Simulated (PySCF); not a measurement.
H3O3Y, SMILES [OH][Y]([OH])[OH]. Heavy atoms are numbered as in [Y:1]([OH:2])([OH:4])[OH:6]. Hydrogens are named by the atom that carries them.

The structure is a stationary point at PBE0-D3(BJ)/def2-SVP. The def2 effective core potentials stand for the cores of Y; spin–orbit coupling is left out. The values are those of a single conformer.

Level of theory: PBE/def2-TZVPD (PySCF).

Mulliken values depend strongly on the basis, most of all with diffuse functions as here. ESP charges are fitted to the potential on shells at 1.4 to 2.0 van der Waals radii. Atomic charges (e), one atom of each kind:

```csv
atom,ESP fit,Mulliken
Y1,2.11,1.59
O2 (OH),-1.22,-0.77
H on O2,0.52,0.24
```
